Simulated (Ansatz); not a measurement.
Isolated molecules relaxed with PBE0-D4/def2-TZVP in Ansatz; ΔE leaves out vibrations. CCSD(T)/CBS is the MP2 limit (def2-TZVPP, def2-QZVPP) plus CCSD(T) − MP2 in def2-TZVPP, frozen cores. This one scheme is used for every species. DFT in def2-TZVPP. B3LYP here is the variant with VWN-RPA as its local correlation; programs differ in this. def2 core potentials past Kr. For Te outer-core shells are correlated without core-valence functions, which leaves a few kJ/mol of doubt a bond. One conformer a species, not always the lowest.

`N=C(S)[TeH]` + H₂ → `N=CS` + H₂Te  (hydrogenolysis of a C–Te bond)

```json
{"level": "PBE-D4", "ΔE (kJ/mol)": "-40.9", "difference from CCSD(T)/CBS": "4.9"}
{"level": "ωB97M-V", "ΔE (kJ/mol)": "-57.1", "difference from CCSD(T)/CBS": "-11.3"}
{"level": "B2PLYP", "ΔE (kJ/mol)": "-55.4", "difference from CCSD(T)/CBS": "-9.6"}
{"level": "PBE0", "ΔE (kJ/mol)": "-60.0", "difference from CCSD(T)/CBS": "-14.2"}
{"level": "B3LYP", "ΔE (kJ/mol)": "-63.5", "difference from CCSD(T)/CBS": "-17.7"}
{"level": "HF/def2-TZVPP", "ΔE (kJ/mol)": "-91.2", "difference from CCSD(T)/CBS": "-45.4"}
{"level": "SCS-MP2/def2-TZVPP", "ΔE (kJ/mol)": "-48.4", "difference from CCSD(T)/CBS": "-2.6"}
{"level": "MP2/def2-QZVPP", "ΔE (kJ/mol)": "-34.6", "difference from CCSD(T)/CBS": "11.2"}
{"level": "HF/CBS(def2)", "ΔE (kJ/mol)": "-89.9", "difference from CCSD(T)/CBS": "-44.1"}
{"level": "CCSD/CBS(def2)", "ΔE (kJ/mol)": "-55.3", "difference from CCSD(T)/CBS": "-9.5"}
{"level": "CCSD(T)/CBS", "ΔE (kJ/mol)": "-45.8", "difference from CCSD(T)/CBS": "0"}
```

Largest T1 diagnostic among the species: 0.014.

The D4 term adds +15.3 kJ/mol with B3LYP and +8.0 kJ/mol with PBE0; it sums over pairs of atoms, weighted by their polarisabilities, and B3LYP, whose exchange is more repulsive, gets the larger term. In def2-TZVPP, CCSD(T) changes the Hartree–Fock value by +37.7 kJ/mol (the triples alone add +9.5 kJ/mol) and MP2 by +51.8 kJ/mol.
